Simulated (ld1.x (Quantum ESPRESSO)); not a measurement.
Ba: one change to a TM potential, before and after

Ba (Z = 56), norm-conserving Troullier–Martins (Kleinman–Bylander form), made with ld1.x (Quantum ESPRESSO) 7.5 (PBE, non-relativistic). Core [Kr] 4d10, reference 5s2 5p6 5d0 6s2 6p0. Waves: 5s (bound): rc 2.95 bohr; 5p (bound): rc 2.50 bohr; 5d (bound, empty): rc 3.95 bohr. Local part: the d channel. Core correction: none.

Occupied shells without a wave of their own: 6s. They enter only through the test configuration that unscreens the potential.

Change: all radii scaled by about 0.83 (s 2.44, p 2.06, d 3.26 bohr).

Cutoffs: the cutoffs (Ry, on a coarse ladder) from which the occupation-weighted sum of valence levels, in a spherical-Bessel basis at the reference potential, stays within 10 and 1 mRy of its value at 400 Ry; they do not see the model core or the augmentation charge, which bear on the density cutoff. Errors are all-electron minus pseudo energies relative to the spin-unpolarised reference configuration.

Question: Predict the effect on cutoff, ghosts and configuration errors.

Answer: The potential gets harder (18 Ry and 30 Ry → 30 Ry and 45 Ry); of the 7 tests that both files solve, the error grows in 5 and shrinks in 2 by more than 15 % and 0.3 meV (median size 101.0 → 119.9 meV); neither file shows a bound ghost. A smaller radius makes the pseudo-wave follow the all-electron one further in, where it bends more sharply, so more plane waves are needed.

```tsv
quantity	base	changed
cutoff, loose	18 Ry	30 Ry
cutoff, tight	30 Ry	45 Ry
loose cutoff by channel (10 mRy a level)	s 8 Ry, p 8 Ry	s 12 Ry, p 18 Ry
bound ghosts	none	none
largest miss of a reference level, eV	0.12	0.15
error for 5s2 5p6 5d0 6s1 6p0, meV [ΔE 5.20 eV]	+164	+214
error for 5s2 5p6 5d0 6s0 6p0, meV [ΔE 14.84 eV]	+431	+593
error for 5s2 5p6 5d0 6s1.5 6p0, meV [ΔE 2.07 eV]	+71	+91
error for 5s2 5p6 5d1 6s0 6p0, meV [ΔE 5.15 eV]	+276	+352
error for 5s2 5p6 5d1 6s1 6p0, meV [ΔE 0.74 eV]	+101	+120
error for 5s2 5p5 5d0 6s2 6p0, meV [ΔE 23.45 eV]	+20	-2.1
error for 5s1 5p6 5d0 6s2 6p0, meV [ΔE 36.36 eV]	-84	-7.7
```

Base: The 6s level has no wave, so the channel is fitted at the deeper level alone: the likely source of the large errors. Changed file: The 6s level has no wave, so the channel is fitted at the deeper level alone: the likely source of the large errors.
